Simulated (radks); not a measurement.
Task: These are the eigenvalues of the occupied orbitals of an atom or ion with whole-number occupations (hartree). Method: non-relativistic Kohn-Sham, BLYP, spin-unpolarised, spherical densities, point nucleus; computed with a radial shooting solver on a logarithmic mesh with Libxc functionals.

orbital  eigenvalue
1s        -69.39098
2s         -8.43877
2p         -6.91132

Which element is it, and in what charge state? The configuration may be excited.

Result: Z = 14, silicon, charge +5: Si5+ in [He] 2s2 2p5. The list shows which subshells hold electrons but not how many an open one holds; the 1s level, -69.391 hartree, gives Z - s = 11.8 by -(Z - s)^2/2, which with screening narrows Z to a few neighbours, and the depths of the outer levels then fix element, charge and occupations together.
